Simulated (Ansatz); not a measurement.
A cut through the energy surface

C₂H₆BN (SMILES [BH3-][N+]#CC), singlet, at its PBE0-D4/def2-TZVP minimum:

B1  (-1.048, 1.302, -1.230)
N2  (-0.270, 0.338, -0.322)
C3  (0.309, -0.380, 0.352)
C4  (1.042, -1.285, 1.204)
H5  (-1.756, 0.604, -1.921)
H6  (-1.676, 2.020, -0.483)
H7  (-0.209, 1.902, -1.866)
H8  (2.079, -1.350, 0.870)
H9  (1.021, -0.925, 2.234)
H10  (0.591, -2.278, 1.165)
(Å)

The bond length B1–H6 (1.211 Å at the minimum) is set to the values below, with the rest relaxed at PBE0-D4/def2-TZVP at each step. Each method's energies count from its own value at the PBE0-D4 minimum structure. Ansatz 0.2.0; basis: def2-TZVPP; cores frozen in the correlated methods.

CCSD(T) energies along the scan:
```csv
bond length (Å),CCSD(T) (kJ/mol)
1.042,38.0
1.077,22.1
1.130,7.0
1.191,0.3
1.258,2.4
1.331,12.7
1.408,29.6
1.490,51.8
1.575,77.0
```
They count from the CCSD(T) energy at the PBE0-D4 minimum.

Minimum and curvature along this coordinate at CCSD(T): A fifth-order fit through the nearest points gives 1.207 Å, with a curvature of about 21 eV/Å².

Largest difference from the CCSD(T) curve over the scan: r2SCAN-D4 3.4; wB97M-V 1.7; HF 4.3 kJ/mol. Each curve counts from its own value at the minimum.

No T1 diagnostic of these runs exceeds 0.015.

For scale, one of the runs: CCSD(T)/def2-TZVPP, 208 basis functions (an equivalent command: `ansatz run in.yaml --threads 4`). Hardware: 4 CPU threads, shared host. Wall time 39 s; peak host memory 2.9 GiB.
